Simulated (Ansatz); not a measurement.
Consider the substitution at a C–C bond: `FC(F)(F)Cc1ccccc1` + `OBCl` → `FC(F)(F)OBCl` + `Cc1ccccc1`.

Program: Ansatz. Geometries: PBE0-D4/def2-TZVP. ΔE: electronic, gas phase. CBS: MP2 limit from def2 TZ/QZ plus the TZ coupled-cluster correction, frozen cores. This one scheme is used for every species. DFT in def2-TZVPP. B3LYP here is the variant with VWN-RPA as its local correlation; programs differ in this. One conformer a species, not always the lowest.

`FC(F)(F)Cc1ccccc1`:

Cartesian coordinates in Å:
```
F -2.613 -0.537 0.924
C -1.618 -0.706 1.803
F -1.411 0.474 2.400
F -2.061 -1.553 2.744
C -0.365 -1.242 1.149
C 0.181 -0.338 0.084
C -0.235 -0.470 -1.236
C 0.255 0.376 -2.218
C 1.170 1.365 -1.890
C 1.592 1.503 -0.576
C 1.100 0.655 0.404
H -0.622 -2.222 0.742
H 0.362 -1.394 1.950
H -0.953 -1.241 -1.496
H -0.078 0.261 -3.243
H 1.556 2.026 -2.658
H 2.309 2.272 -0.313
H 1.431 0.768 1.431
```

`OBCl`:

```xyz
5

O     0.533    0.316    0.863
B    -0.069    0.240   -0.332
Cl   -0.878   -1.242   -0.852
H     0.475   -0.494    1.380
H    -0.061    1.181   -1.058
```

`FC(F)(F)OBCl`:

```xyz
8

F     0.151   -0.987   -1.466
C    -0.672   -0.696   -0.461
F    -1.358   -1.780   -0.151
F    -1.520    0.238   -0.883
O     0.010   -0.290    0.639
B     0.811    0.815    0.610
Cl    1.628    1.230    2.082
H     0.950    1.469   -0.371
```

`Cc1ccccc1`:

Cartesian coordinates in Å:
```
C 0.728 -2.018 0.555
C 0.221 -0.658 0.181
C -0.042 -0.333 -1.147
C -0.483 0.934 -1.498
C -0.672 1.901 -0.523
C -0.419 1.589 0.804
C 0.022 0.321 1.150
H 0.404 -2.775 -0.162
H 1.822 -2.034 0.577
H 0.377 -2.315 1.545
H 0.100 -1.086 -1.916
H -0.683 1.164 -2.539
H -1.021 2.891 -0.795
H -0.568 2.336 1.576
H 0.214 0.084 2.192
```

Q: Is it downhill or uphill in electronic energy at CCSD(T)/CBS, and by how much? (Estimate.)

A: The calculation gave: Uphill: ΔE = +41.2 kJ/mol.

Q: What do these levels give: PBE, r2SCAN, B3LYP, HF/def2-TZVPP, SCS-MP2/def2-TZVPP, CCSD(T)/def2-TZVPP? (An estimate is asked.)

A: The calculation gave: PBE 34.5, r2SCAN 32.1, B3LYP 31.5, HF/def2-TZVPP 19.1, SCS-MP2/def2-TZVPP 38.5, CCSD(T)/def2-TZVPP 37.3 kJ/mol.

Largest T1 diagnostic among the species: 0.012.

In def2-TZVPP, CCSD(T) changes the Hartree–Fock value by +18.2 kJ/mol (the triples alone add +1.9 kJ/mol) and MP2 by +22.5 kJ/mol. The D4 term adds +4.4 kJ/mol with B3LYP and +2.8 kJ/mol with PBE0; it sums over pairs of atoms, weighted by their polarisabilities, and B3LYP, whose exchange is more repulsive, gets the larger term.
